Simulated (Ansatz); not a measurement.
`FBO[SiH3]` + `C[O][Mg][OH]` → `OB(F)O[SiH3]` + `C[O][MgH]`  (redistribution)

Isolated molecules relaxed with PBE0-D4/def2-TZVP in Ansatz; ΔE leaves out vibrations. CCSD(T)/CBS is the MP2 limit (def2-TZVPP, def2-QZVPP) plus CCSD(T) − MP2 in def2-TZVPP, frozen cores. DFT in def2-TZVPP. For Mg outer-core shells are correlated without core-valence functions, which leaves a few kJ/mol of doubt a bond. Each species was taken in one conformer, which may not be the lowest.

`FBO[SiH3]`:

Z-matrix (Å, degrees):
```
Si
O 1 1.655
H 1 1.481 2 108.0
H 1 1.481 2 108.0 3 -119.2
H 1 1.485 2 110.1 3 120.4
B 2 1.342 1 134.0 3 -120.1
F 6 1.324 2 118.3 1 180.0
H 6 1.198 2 123.1 1 0.0
```

`C[O][Mg][OH]`:

```xyz
8

C    -1.180   -1.266    0.219
O    -0.241   -0.276    0.047
Mg    0.967    0.981   -0.171
O     2.238    2.187   -0.383
H    -0.714   -2.254    0.348
H    -1.859   -1.340   -0.643
H    -1.805   -1.087    1.106
H     2.594    3.054   -0.525
```

`OB(F)O[SiH3]`:

Cartesian coordinates in Å:
```
O 0.142 -1.729 -0.317
B -0.636 -0.739 -0.830
F -1.523 -1.016 -1.788
O -0.530 0.529 -0.388
Si 0.438 1.222 0.761
H -0.025 -2.588 -0.712
H 0.086 2.660 0.794
H 1.866 1.056 0.394
H 0.182 0.605 2.086
```

`C[O][MgH]`:

```xyz
7

C     0.849    0.749   -0.254
O    -0.158   -0.140    0.047
Mg   -1.448   -1.278    0.433
H     1.577    0.833    0.566
H     0.458    1.759   -0.443
H     1.407    0.445   -1.151
H    -2.685   -2.369    0.803
```

| level | ΔE (kJ/mol) | difference from CCSD(T)/CBS |
| --- | --- | --- |
| LDA (SPW92) | -34.9 | -27.1 |
| BLYP-D4 | -14.7 | -6.9 |
| ωB97X-V | -17.7 | -9.9 |
| B2PLYP | -10.8 | -3.0 |
| PBE-QIDH | -17.8 | -10.0 |
| BLYP | -9.0 | -1.2 |
| PBE0 | -21.5 | -13.7 |
| r2SCANh | -18.4 | -10.6 |
| r2SCAN0 | -20.2 | -12.4 |
| BHLYP | -18.3 | -10.5 |
| RPA@PBE/def2-TZVPP | -18.7 | -10.9 |
| HF/def2-TZVPP | -25.2 | -17.4 |
| CCSD(T)/def2-TZVPP | -16.9 | -9.1 |
| HF/CBS(def2) | -22.3 | -14.5 |
| MP2/CBS(def2) | 2.8 | 10.6 |
| CCSD/CBS(def2) | -7.6 | 0.2 |
| CCSD(T)/CBS | -7.8 | 0 |

Largest T1 diagnostic among the species: 0.013.

From PBE to PBE0 (25 % exact exchange), in def2-TZVPP and without D4, ΔE moves by −3.2 kJ/mol. Leaving LDA and LC-ωPBE aside and taking each functional with its dispersion term where it has one, the values, not all of them listed here, spread over 35.0 kJ/mol, from B97M-V to B2PLYP. LDA lies −16.6 kJ/mol from PBE without D4.
